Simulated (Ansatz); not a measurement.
`[OH][Al]([F])[Br]` + H₂ → `[F][AlH][Br]` + H₂O at 500 K and 1 bar (hydrogenolysis of the Al–O bond).

Gas-phase electronic energies from Ansatz, PBE0-D4/def2-TZVP geometries. CCSD(T)/CBS is the MP2 limit (def2-TZVPP, def2-QZVPP) plus CCSD(T) − MP2 in def2-TZVPP, frozen cores. This one scheme is used for every species. For Br outer-core shells are correlated without core-valence functions, which leaves a few kJ/mol of doubt a bond. Scalar relativity is left out up to krypton. Each species was taken in one conformer, which may not be the lowest.

```
            species  CCSD(T)/CBS energy (Eh)  H − E (kJ/mol)  S (J/(mol·K))
`[OH][Al]([F])[Br]`              -2991.11301            80.0          366.3
                 H₂                 -1.17544            41.0          145.5
     `[F][AlH][Br]`              -2915.86674            53.8          327.2
                H₂O                -76.37941            73.2          206.3
```

H − E and S are ideal-gas, rigid-rotor, harmonic terms from PBE0-D4/def2-TZVP, for one conformer and one mirror image of each species. The MP2-based limit puts H₂ 0.8 mEh under its directly extrapolated value; such offsets cancel only in part. 1 Eh = 2625.50 kJ/mol, R = 8.31446 J/(mol·K).

Problem. By hand: ΔE, ΔH, ΔS and ΔG.

Solution. ΔE = (-2915.86674) + (-76.37941) − (-2991.11301) − (-1.17544) = 0.04230 Eh = 111.1 kJ/mol. Δ(H − E) = 53.8 + 73.2 − 80.0 − 41.0 = 6.0, so ΔH = 117.1 kJ/mol. ΔS = 327.2 + 206.3 − 366.3 − 145.5 = 21.7 J/(mol·K). ΔG = 117.1 − 500 × (21.7)/1000 = 106.2 kJ/mol.

Problem. By hand: the equilibrium constant, and the temperature at which ΔG would vanish if ΔH and ΔS stayed fixed.

Solution. log₁₀ K = −ΔG/(RT ln 10) = -11.1. ΔG = 0 at ΔH/ΔS = 5396 K, far beyond where these terms or the molecules hold.

ΔH outweighs TΔS. A doubt of 5 kJ/mol in ΔE shifts log₁₀ K by 0.5 here. Other conformers and mirror images would add mixing entropy, several J/(mol·K) or more a flexible species. These are equilibria of isolated gas molecules and say nothing of rates. Largest T1 diagnostic: 0.010 (customary marks: 0.02 for closed shells, 0.045 for open ones).
